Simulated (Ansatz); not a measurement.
`NC[SiH2]S[SiH3]` + `[NH2][AlH2]` → `NC[SiH2][NH][AlH2]` + `[SiH3]S`  (ligand exchange at the Si–S bond)

Computed with Ansatz on PBE0-D4/def2-TZVP structures; ΔE is electronic, products minus reactants. CCSD(T)/CBS is the MP2 limit (def2-TZVPP, def2-QZVPP) plus CCSD(T) − MP2 in def2-TZVPP, frozen cores. This one scheme is used for every species. DFT in def2-TZVPP. B3LYP here is the variant with VWN-RPA as its local correlation; programs differ in this. One conformer a species, not always the lowest.

`NC[SiH2]S[SiH3]`:

Z-matrix (Å, degrees):
```
C
Si 1 1.885
N 1 1.462 2 114.1
H 1 1.095 2 109.3 3 -122.4
H 1 1.095 2 109.6 3 122.5
S 2 2.148 1 109.6 3 -54.3
H 2 1.491 1 112.9 3 -176.2
H 2 1.487 1 109.7 3 60.9
H 3 1.013 1 110.7 2 -62.6
H 3 1.014 1 110.1 2 55.1
Si 6 2.135 2 97.1 1 -85.1
H 11 1.487 6 110.7 2 46.8
H 11 1.484 6 111.0 2 -74.0
H 11 1.483 6 106.9 2 166.2
```

`[NH2][AlH2]`:

```xyz
6

N    -0.397   -0.787    0.321
Al    0.351    0.695   -0.284
H     0.075   -1.671    0.420
H    -1.356   -0.868    0.618
H     1.876    0.636   -0.705
H    -0.548    1.996   -0.370
```

`NC[SiH2][NH][AlH2]`:

```xyz
14

N    -1.474    1.117    1.906
C    -0.925    1.087    0.555
Si   -0.391   -0.671    0.142
N     0.439   -0.790   -1.373
Al    2.167   -1.070   -1.693
H    -1.828    2.034    2.145
H    -0.765    0.883    2.588
H    -0.090    1.782    0.373
H    -1.715    1.366   -0.152
H     0.559   -1.126    1.196
H    -1.594   -1.547    0.159
H    -0.158   -0.703   -2.186
H     3.142   -1.208   -0.455
H     2.633   -1.154   -3.204
```

`[SiH3]S`:

Cartesian coordinates in Å:
```
Si -0.212 -0.206 -0.437
S 0.816 -0.208 1.436
H -1.596 0.316 -0.301
H -0.247 -1.628 -0.854
H 0.506 0.603 -1.454
H 0.733 1.122 1.611
```

CCSD(T)/CBS gives +0.13 eV.

(1) Another level gave +0.07 eV. Which?
A. r2SCAN-D4/def2-TZVPP
B. B3LYP/def2-TZVPP
C. ωB97X-V/def2-TZVPP
D. HF/def2-TZVPP

Largest T1 diagnostic among the species: 0.011.

Answers

(1) B. B3LYP 0.07, r2SCAN-D4 0.19, ωB97X-V 0.13, HF/def2-TZVPP -0.05 eV.

In def2-TZVPP, CCSD(T) changes the Hartree–Fock value by +0.14 eV (the triples alone add +0.04 eV) and MP2 by +0.19 eV. From PBE to PBE0 (25 % exact exchange), in def2-TZVPP and without D4, ΔE moves by −0.04 eV.
